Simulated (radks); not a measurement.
Results of a calculation; reference values are marked as such.
Question: Successive ionisation energies (eV) of one element, from differences of total energies of ions in their ground configurations, starting at charge 22: 720.40, 769.36, 810.00, 851.16, 892.78, 934.83, 1114.8, 1157.5, 1199.9, 1253.5, 1297.6, 1341.3, 1489.9, 1539.0, 2633.8, 2736.9, 2841.3, 2946.6, 3052.8, 3189.7, 3301.0, 3413.3. Level of theory: scalar-relativistic Kohn-Sham, LDA (Slater exchange, VWN5 correlation), spin-polarised, spherical densities, finite nucleus; open shells are filled with parallel spins first (spin-orbit coupling, left out, can overturn this in heavy ions); Fermi nuclear charge, rms radius 5.1569 fm (a radial shooting solver on a logarithmic mesh with Libxc functionals). Which element is it?

Answer: Gadolinium (Z = 64). The first species listed is Gd22+ in [Kr] 4d6, the last Gd43+ in [Ar] 3d3.
